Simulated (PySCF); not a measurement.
FH₅N₂OSn, SMILES [NH2][Sn]([NH2])([OH])[F].

The structure is a stationary point at B3LYP-D3(BJ)/def2-SVP. The structure was generated by enumeration; whether it is a known compound was not checked. The def2 effective core potentials stand for the cores of Sn; spin–orbit coupling is left out. The values are those of a single conformer.

Method: B3LYP-D3(BJ)/def2-SVP (PySCF).

Frequencies are harmonic and unscaled.

```csv
mode,ν (cm⁻¹),IR (km/mol),moving atoms (share of kinetic energy)
1,93,5.1,"H 50 %, N 29 %, F 11 %, O 10 %"
2,110,8.3,"N 46 %, H 24 %, F 19 %, O 10 %"
3,152,26.0,"H 64 %, O 21 %, N 10 %"
4,161,24.1,"N 42 %, H 27 %, Sn 17 %, O 10 %"
5,171,11.5,"H 35 %, F 17 %, N 17 %, O 17 %, Sn 14 %"
6,178,29.3,"F 41 %, N 18 %, Sn 16 %, O 13 %, H 13 %"
7,196,14.4,"H 60 %, F 14 %, N 11 %, O 10 %"
8,251,131.2,"H 76 %, O 17 %"
9,533,74.8,"N 69 %, H 26 %"
10,557,130.4,"N 60 %, H 32 %"
11,616,95.1,"F 77 %, Sn 13 %"
12,628,24.0,"O 59 %, H 19 %, N 11 %"
13,653,104.6,"H 47 %, N 22 %, O 20 %, Sn 10 %"
14,663,56.7,"H 61 %, N 30 %, Sn 9 %"
15,844,15.7,H 92 %
16,862,15.5,"H 90 %, N 10 %"
17,887,84.3,H 90 %
18,1530,11.8,"H 92 %, N 8 %"
19,1536,11.9,"H 92 %, N 8 %"
20,3494,15.3,H 96 %
21,3499,15.4,H 96 %
22,3590,19.6,"H 92 %, N 8 %"
23,3597,19.9,"H 92 %, N 8 %"
24,3822,63.9,H 94 %
```
